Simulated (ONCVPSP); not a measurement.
**What one change does to a pseudopotential (Zr (Z = 40), ONCV)**

ONCVPSP 4.0.1 input, shortened (lines: element, Z, core and valence counts, functional; n l f; lmax; l rc ep ncon nbas qcut; lloc lpopt rc5 dvloc0; l nproj debl; icmod fcfact rcfact), LDA (Perdew-Wang 92), scalar-relativistic:

```
  Zr 40.00    6    5  -001012      upf
    1    0    2.00
    2    0    2.00
    2    1    6.00
    3    0    2.00
    3    1    6.00
    3    2   10.00
    4    0    2.00
    4    1    6.00
    4    2    2.00
    5    0    1.50
    5    1    0.50
    2
    0    2.35    0.00    3    6    5.00
    1    2.55    0.00    4    8    4.70
    2    3.10    0.00    3    7    5.60
    4    5    1.70    0.00
    0    2    1.80
    1    3    1.40
    2    1    2.30
    3    3.25    1.30
```

All-electron outer shells of the reference configuration (LDA (PZ), scalar-relativistic, ld1.x):

| shell | level (eV) | outermost node (bohr) | outermost maximum (bohr) |
| --- | --- | --- | --- |
| 3p | -317.88 | 0.18 | 0.40 |
| 3d | -175.58 | – | 0.35 |
| 4s | -55.15 | 0.55 | 1.08 |
| 4p | -33.13 | 0.56 | 1.17 |
| 5s | -4.98 | 1.46 | 3.08 |
| 4d | -4.28 | 0.58 | 1.61 |
| 5p | -1.87 | 1.69 | 4.10 |

Change: all radii but the core radius scaled by about 0.92 (s 2.14, p 2.34, d 2.84 bohr); local potential polynomial inside 1.56 bohr (lpopt 5, dvloc0 0 Ha).

Cutoffs: the cutoffs (Ha) at which the residual kinetic energy of the hardest occupied pseudo-wave falls to 1 and 0.1 mHa per electron; they do not see the model core or the augmentation charge, which bear on the density cutoff. Errors are all-electron minus pseudo energies relative to the spin-unpolarised reference configuration.

Problem. Predict the effect on cutoff, ghosts and configuration errors.

Solution. The potential gets neither clearly harder nor softer (9.5 Ha and 11 Ha → 10 Ha and 12 Ha); the bound ghost in p disappears; of the 4 tests that both files solve, the error grows in 0 and shrinks in 2 by more than 15 % and 0.3 meV (median size 6.4 → 4.2 meV).

```tsv
quantity	base	changed
cutoff, loose	9.5 Ha	10 Ha
cutoff, tight	11 Ha	12 Ha
loose cutoff by channel	s 4.9 Ha, p 8.6 Ha, d 9.5 Ha	s 6.3 Ha, p 9.0 Ha, d 10 Ha
bound ghosts	p	none
GHOST(+) flags under 300 eV	none	none
error for 4s2 4p6 4d2 5s2 5p0, meV [ΔE -1.54 eV]	-0.2	-0.1
error for 4s2 4p6 4d2 5s1 5p0, meV [ΔE 5.81 eV]	-1.2	-1.1
error for 4s2 4p6 4d2 5s0 5p0, meV [ΔE 19.04 eV]	-12	-9.3
error for 4s2 4p6 4d3 5s0 5p0, meV [ΔE 6.26 eV]	+13	+7.2
rms error of d²Exc/dni dnj with the model core, mHa	0.98	0.79
```

 A true bound ghost makes a file unfit for plane-wave use even where its test errors are small: the radial tests pick states by their node count and pass the ghost by.
